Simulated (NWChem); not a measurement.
SiH$_{4}$O$_{2}$; SMILES O[SiH2]O

Program: NWChem. All runs use the structure optimised with PBE0/def2-SVP. Level: PBE0/def2-SVP with SMD, gas-phase geometry; reactions with the solvents are ignored. One conformer.

```csv
SMD term (kcal/mol),water,n-hexane
distortion of the solute's density,1.14,0.05
polarisation,-11.07,-1.93
"cavity, dispersion and structure",2.37,-1.04
```

**Question.** Sum the solvation free energies, find the transfer free energy from water to n-hexane and the partition coefficient at 298.15 K.

**Answer.** 
1. ΔG(solv, water) = -7.56 kcal/mol and ΔG(solv, n-hexane) = -2.92 kcal/mol (1 M gas to 1 M solution).
2. Transfer: -2.92 − (-7.56) = 4.64 kcal/mol.
3. log₁₀ K(n-hexane/water) = −ΔG/(RT ln 10) = -4.64/1.364 = -3.4, so the model puts more of the solute in water.
4. Of the transfer energy, 8.05 kcal/mol is electrostatic and -3.41 comes from the non-electrostatic term. The two phases are taken as the pure solvents.
